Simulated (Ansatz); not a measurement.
Question: Predict a relaxed structure of ZrH₂Cl₂, charge 0, singlet, at PBE-D4/def2-TZVP (Ansatz).

Answer: 
```xyz
5

Zr   -0.063    0.032   -0.025
H    -0.582    0.112   -1.794
H    -1.316    0.860    1.048
Cl    1.934    1.204    0.183
Cl    0.028   -2.208    0.588
```
Point group C2v (tolerance 0.1 Å). The metal has 4 neighbours: H 1.85 Å, H 1.85 Å, Cl 2.32 Å, Cl 2.32 Å. This is one stationary point.

In the def2 sets Zr takes a core potential; there is no spin–orbit coupling.
